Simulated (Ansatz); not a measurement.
Species: C2H2BrF, charge 0, singlet. C2H2BrF (1-bromo-1-fluoroethene, SMILES FC(=C)Br).
B3LYP-D3(BJ)/def2-TZVP minimum from Ansatz (an electronic-structure program):
```
C
C 1 1.3180
F 1 1.3335 2 122.71
H 2 1.0772 1 120.80 3 180.00
H 2 1.0811 4 119.71 1 -180.00
Br 1 1.8906 2 125.44 4 0.00
```
Charge 0, spin multiplicity 1.

Total energies in cc-pVDZ, 24 correlated electrons, 17 frozen orbitals. UHF or UKS for unpaired electrons; spin-orbit terms are left out. Correlated methods leave the cores frozen (noble-gas shells, and filled d and f shells in the p block). No relativity. Spin-orbit terms, left out, reach several kcal/mol for Br and I, and more for heavier atoms.

```json
[
 {"method": "HF", "program": "Ansatz", "energy (Eh)": "-2748.69183", "minus CCSDT(Q) (mEh)": "613.75"},
 {"method": "MP2", "program": "Ansatz", "energy (Eh)": "-2749.25721", "minus CCSDT(Q) (mEh)": "48.37"},
 {"method": "CCSD", "program": "Ansatz", "energy (Eh)": "-2749.28590", "minus CCSDT(Q) (mEh)": "19.68"},
 {"method": "CCSD(T)", "program": "Ansatz", "energy (Eh)": "-2749.30335", "minus CCSDT(Q) (mEh)": "2.23"},
 {"method": "CCSDT(Q)", "program": "Ansatz", "energy (Eh)": "-2749.30558", "minus CCSDT(Q) (mEh)": "0.00"}
]
```

Rough core times of Ansatz's runs on a shared machine: CCSD(T) under 20 s, CCSDT(Q) 5 min.
